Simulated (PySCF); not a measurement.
How methods differ on the excitation energy of Se⁺

Se⁺ [Ar] 3d10 4s2 4p3 (4S) → Se⁺ [Ar] 3d10 4s1 4p4 (4P), as a difference of total energies. All numbers are calculated (PySCF 2.14, scalar relativity through the core potential, in aug-cc-pVQZ-PP with ECP10MDF (7s6p5d3f2g, 89 functions)). Correlated levels: valence: 3s2 3p6 3d10 frozen. The calculations carry no spin-orbit coupling.

```tsv
method	excitation energy (cm⁻¹)	error (cm⁻¹)
UHF	87996	+3125
LDA	92475	+7604
PBE	90832	+5960
PBE0	90546	+5675
r2SCAN	88696	+3825
LC-wPBE	91439	+6568
BLYP	91543	+6672
wB97X-V	91160	+6289
revPBE	89715	+4844
MP2 (valence)	87941	+3070
SCS-MP2 (valence)	87937	+3065
```

Reference: 84871 cm⁻¹ (measured; NIST levels, between the centres of gravity of the two terms).

Errors of the correlated levels include the incompleteness of this basis and the frozen core.
